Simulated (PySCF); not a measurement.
PySCF input file for CH3ClFNSi2, SMILES C1[SiH2][Si@](Cl)(F)N=1, B3LYP/pcSseg-1. Geometry optimised at B3LYP-D3(BJ)/def2-SVP. The structure was generated by enumeration; whether it is a known compound was not checked.

```python
import numpy as np
from pyscf import gto, scf, dft
from pyscf.prop.nmr import rks as nmr

mol = gto.M(
    atom='''
    F     1.32865739    0.49691258    1.48967615
    Si    0.40701548    0.10703006    0.21553500
    Cl    1.68140702   -0.51286400   -1.27838746
    N    -0.63033947    1.47309283   -0.29726069
    C    -1.80925757    0.96462595   -0.15841890
    Si   -1.70048151   -0.85269788    0.51811012
    H    -2.70130943    1.56827425   -0.41434362
    H    -2.20636128   -1.92555496   -0.38688976
    H    -2.25771880   -1.05630076    1.88704157
    ''',
    basis='pcSseg-1',
    charge=0,
    spin=0,
    max_memory=1600,
    verbose=3,
)
mf = dft.RKS(mol, xc='b3lyp')
mf.grids.level = 3
mf.conv_tol = 1e-10
mf.max_cycle = 100
mf.kernel()
n = nmr.NMR(mf)
n.verbose = 2
n.max_cycle_cphf = 60
sigma = n.kernel()
print('atom   isotropic/ppm   span/ppm')
for i, s in enumerate(sigma):
    w = np.linalg.eigvalsh((s + s.T) / 2)
    print(f'{mol.atom_symbol(i):2s}{i + 1:3d} {w.mean():14.3f} {w[2] - w[0]:11.3f}')
```

Log of the run:

```
converged SCF energy = -1233.77320354356
atom   isotropic/ppm   span/ppm
F   1        286.163      94.404
Si  2        331.883      70.917
Cl  3        820.040     339.613
N   4       -319.923     962.953
C   5        -40.704     301.923
Si  6        336.754     303.064
H   7         20.867       8.566
H   8         25.930       7.229
H   9         25.959       6.880
```

The run converged.
